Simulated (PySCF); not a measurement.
**C$_{8}$H$_{11}$BO: full NMR table**

| Quantity | Value |
| --- | --- |
| Formula | C8H11BO |
| SMILES | COC1=CC=CC=CB1C |
| InChI | InChI=1S/C8H11BO/c1-9-7-5-3-4-6-8(9)10-2/h3-7H,1-2H3 |
| Point group of the computed structure | C1 |
| Carbon signals | 8 |
| Proton signals | 7 |

Structure with atom numbers: `[CH3:1][O:2][C:3]1=[CH:4][CH:5]=[CH:6][CH:7]=[CH:8][B:9]1[CH3:10]`. Each H is labelled by its parent atom.

PySCF calculation with shieldings: GIAO CAM-B3LYP/pcSseg-1 and PBE0-D3(BJ)/def2-SVP geometry; no relativistic terms, one conformer, gas phase, one averaged value for each set of equivalent atoms.

Scale: TMS for $^{1}$H (σref 31.33) and $^{13}$C (σref 182.45); $^{11}$B (σref 99.35) vs BF3·OEt2; $^{17}$O (σref 338.55) vs H2O (reference shieldings calculated alike).

```tsv
carbon	δC, type	δH (multiplicity)	HMBC from (2–3 bonds)	span of the C tensor (ppm)
C1	54.5, CH3	3.76 (s)	–	71
C3	195.8, C	–	H(C8), H(C5), H(C4), H(C1), H(C10)	250
C4	126.3, CH	6.66 (d)	H(C5), H(C6)	206
C5	144.1, CH	7.22 (m)	H(C7), H(C6), H(C4)	247
C6	135.7, CH	6.96 (m)	H(C7), H(C8), H(C5), H(C4)	225
C7	159.8, CH	7.90 (m)	H(C8), H(C5), H(C6)	260
C8	157.7, CH	7.84 (m)	H(C7), H(C6), H(C10)	279
C10	9.1, CH3	1.02 (s)	H(C8)	19
```

Other nuclei:
```tsv
atoms	nucleus	environment	δ (ppm)	σ (ppm)
B9	$^{11}$B	boron bonded to 3 C, in a 7-membered ring	52.2	47.1
O2	$^{17}$O	ether oxygen	145.2	193.3
```

1. δC 195.8: alkene carbon bearing oxygen; an sp2 carbon further deshielded by the attached heteroatom.
2. δC 159.8, 157.7, 144.1, 135.7: alkene CH; an sp2 carbon of a C=C bond.
3. δC 126.3: β carbon of an enol-ether or enamine type C=C.
4. δH 6.66: hydrogen on a β carbon of an enol-ether or enamine type C=C; olefinic region.
5. δH 3.76: hydrogen on a methyl carbon bonded to O; its carbon carries O, which withdraws density.

A carbon bonded to boron is broadened by the quadrupolar boron nucleus and is often missing from a measured spectrum. Shifts are as computed, not scaled to solution data. Of 1309 compounds with measured shifts, 239 miss one by over three times the rms of a fit or turn the order of signals round; such compounds aren't used in these exercises. Experimental scales use liquid or dissolved standards, which lie at an offset from isolated H2O (liquid H2O: subtract about 36 ppm). Multiplicities follow the n + 1 count of equivalent neighbours, as no J values were calculated; m marks all less simple cases, F and P coupling included.
